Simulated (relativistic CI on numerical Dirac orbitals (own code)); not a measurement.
# V5+ in a cubic cluster: 2p photoemission with charge transfer

Computed with a charge-transfer multiplet model of a cubic metal-ligand cluster with up to 2 ligand holes, Slater and spin-orbit integrals from Dirac-Coulomb-Breit ions, Slater integrals scaled by 0.8. The ground state mixes d0 with configurations of k ligand holes L, whose averages lie at kΔ + k(k − 1)U_dd/2; a core hole lowers each added d electron by U_cd. 20 K, Lorentzian 0.6 eV and Gaussian 0.8 eV FWHM.

Atomic integrals in eV (Slater integrals scaled, ζ unscaled), ground: F2dd 8.057, F4dd 5.049, zeta_d 0.024; with the core hole: F2dd 8.057, F4dd 5.049, zeta_d 0.047, zeta_core 4.606, F2cd 5.989, G1cd 4.613, G3cd 2.623. Where a configuration has fewer than two d electrons, the dd integrals are those of d2.

Cluster parameters (eV): Δ = 2.2, U_cd = 5.5, 10Dq = 0.5, 10Dq(ligand) = 0.4, V(eg) = 3.5, V(t2g) = -1.72, final-state hopping factor = 1.

```tsv
Case	n_d	d0	d1L	d2L2	S
U_dd = 2.8 eV	0.88	0.30	0.51	0.19	0.00
U_dd = 3.5 eV	0.86	0.31	0.51	0.18	0.00
U_dd = 4.9 eV	0.83	0.33	0.51	0.16	0.00
```

Weights, n_d and S are thermal averages at 20 K. Binding energies count from the first peak over 30 % of the highest in each spectrum, which can be another peak from case to case. The parameters are a model scan and need not match a compound or its usual spin state. Peaks in eV (height, largest 100):
- U_dd = 2.8 eV: 0.0 (100), 6.4 (17), 7.5 (29), 15.0 (5)
- U_dd = 3.5 eV: 0.0 (100), 6.4 (18), 7.5 (29), 15.1 (5)
- U_dd = 4.9 eV: 0.0 (100), 6.5 (20), 7.5 (28)

A d0 ion has no d-d gap: its lowest excitations are ligand-to-metal charge transfer. With the core hole the average of the configuration with one ligand hole lies at Δ − U_cd = -3.3 eV before mixing: the effective hopping of about 7.7 eV (from the holes of the mixed ground state) is comparable with this gap or larger, so the configurations mix strongly.

With at most 2 ligand holes the space is cut while the next configuration still counts, so covalency is underestimated, and a final configuration with one more ligand hole, which can lie low, is missing from the spectra.
